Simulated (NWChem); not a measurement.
Species: C2H5FTe; SMILES CC[Te]F

Results from NWChem. The geometry was optimised at PBE0/def2-SVP. Not confirmed as a minimum by frequencies. def2 effective core potentials on Te; no spin-orbit coupling. One conformer.

Diagonal of the polarisability tensor at B3LYP/def2-SVPD, static: 60.02, 81.73, 61.38 bohr³.

### Question
Find the mean polarisability volume, the molar refraction, and the refractive index that an ideal gas of it would have at 273.15 K and 1 atm.

### Answer

1. Mean: one third of the trace = 67.71 bohr³ × 0.14818 Å³/bohr³ = 10.03 Å³.
2. Molar refraction (Lorentz-Lorenz): (4π/3) N_A α = 25.3 cm³/mol.
3. Number density p/kT = 2.687 × 10⁻⁵ Å⁻³; n − 1 = 2π N α = 16.94 × 10⁻⁴.
4. These hold the electronic response alone: vibrational and orientational terms add to the static dielectric constant.
